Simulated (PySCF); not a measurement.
**Spin-rotation constants: `F[P@OH8-](F)(F)(F)(F)F`, [F$_{6}$P]-, charge -1**

Geometry:
```csv
atom,x (Å),y (Å),z (Å)
F1,-0.618,-1.489,0.221
P2,0.000,0.001,-0.004
F3,0.929,-0.567,-1.216
F4,-0.928,0.568,1.208
F5,1.187,-0.331,1.062
F6,-1.186,0.333,-1.069
F7,0.619,1.491,-0.229
```

Total charge -1.

Computed, not measured: GIAO CAM-B3LYP/aug-pcSseg-1 magnetisability, rotational g tensor and spin-rotation constants, non-relativistic, gas phase (PySCF 2.14.0). Geometry: GFN2-xTB.

For an ion the centre-of-mass motion in the field is neglected.

Q: Give the nuclear spin-rotation constants along the inertial axes (H = +C I·J) beside the isotropic shieldings.

A: Rotational constants 2.5073, 2.5066, 2.5056 GHz.
| atom | isotope | Caa (kHz) | Cbb (kHz) | Ccc (kHz) | mean (kHz) | σ (ppm) |
| --- | --- | --- | --- | --- | --- | --- |
| F1 | 19F | 3.193 | 3.192 | 3.191 | 3.192 | 253.0 |
| P2 | 31P | 3.276 | 3.275 | 3.274 | 3.275 | 430.0 |
| F3 | 19F | 3.193 | 3.192 | 3.191 | 3.192 | 252.9 |
| F4 | 19F | 3.193 | 3.192 | 3.191 | 3.192 | 252.9 |
| F5 | 19F | 3.193 | 3.192 | 3.191 | 3.192 | 252.9 |
| F6 | 19F | 3.193 | 3.192 | 3.191 | 3.192 | 252.9 |
| F7 | 19F | 3.194 | 3.193 | 3.191 | 3.192 | 252.9 |

Where two moments of inertia are equal or nearly so, the constants along those axes are given as their average.
For the geometry as given, no vibrational averaging.
